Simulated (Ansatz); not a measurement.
BCl₂F, relaxed as a singlet with RKS r2SCAN-D4/def2-TZVP in Ansatz, starting from the GFN2-xTB geometry. Force threshold 0.02 eV/Å.

Start:

```xyz
4

B    -0.030    0.055   -0.040
Cl   -1.064   -1.185    0.529
Cl    1.657    0.087    0.249
F    -0.563    1.043   -0.739
```

(1) Estimate the energy that the relaxation releases and the steps that it takes.

(2) Does the start keep its bonding and symmetry?

(3) Predict the relaxed structure.

Results:

(1) 2.7 kJ/mol, in 5 steps; 2.6 s on 4 threads of Intel Xeon 6975P-C on a shared host. No frequencies were taken in this run, so the end may be a saddle point.

(2) By distances, no bond broke or formed. The bond that changes most is B1–Cl2, from 1.71 to 1.74 Å (atoms count from 1). Point group C2v at the start, C2v at the end, both within 0.05 Å.

(3) 
```xyz
4

B    -0.038    0.071   -0.050
Cl   -1.070   -1.204    0.538
Cl    1.677    0.080    0.257
F    -0.568    1.052   -0.745
```
Bond lengths: 2 × B–Cl 1.74 Å; 1 × B–F 1.31 Å.
